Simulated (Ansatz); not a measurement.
Calculated with Ansatz (gas phase, PBE0-D4/def2-TZVP geometries, no zero-point term in ΔE). CBS: MP2 limit from def2 TZ/QZ plus the TZ coupled-cluster correction, frozen cores. This one scheme is used for every species. DFT in def2-TZVPP. B3LYP here is the variant with VWN-RPA as its local correlation; programs differ in this. Each species was taken in one conformer, which may not be the lowest.

Consider the ligand exchange at a P–O bond: `O[SiH2]OP` + H₂S → `PS` + `O[SiH2]O`.

```tsv
level	ΔE (kJ/mol)
B3LYP-D4	-16.1
r2SCANh	-24.3
BHLYP	-14.1
LC-ωPBE	-20.9
MP2/def2-SVP	-13.7
CCSD(T)/def2-SVP	-10.9
MP2/def2-TZVPP	-20.1
HF/CBS(def2)	-3.2
```

Question: What does CCSD(T)/CBS give? (An estimate is asked.)

Answer: Ansatz gave: -19.5 kJ/mol. The listed levels differ from it by 3.4, -4.8, 5.4, -1.4, 5.8, 8.6, -0.6, 16.3 kJ/mol.

Question: What do rigid-rotor, harmonic-oscillator terms from PBE0-D4/def2-TZVP frequencies (298.15 K, 1 bar) make of the CCSD(T)/CBS value? (An estimate is asked.)

Answer: Computed: ΔZPE = +8.9 kJ/mol, ΔH = -13.3 kJ/mol, ΔS = -6 J/(mol·K), ΔG = -11.6 kJ/mol. Modes under 50 cm⁻¹ make the entropy rough.

Largest T1 diagnostic among the species: 0.013.

From BLYP to BHLYP (50 % exact exchange), in def2-TZVPP and without D4, ΔE moves by +7.4 kJ/mol. Leaving LDA and LC-ωPBE aside and taking each functional with its dispersion term where it has one, the values, not all of them listed here, spread over 18.9 kJ/mol, from PBE-D4 to CAM-B3LYP-D4. LDA lies +4.5 kJ/mol from PBE without D4.
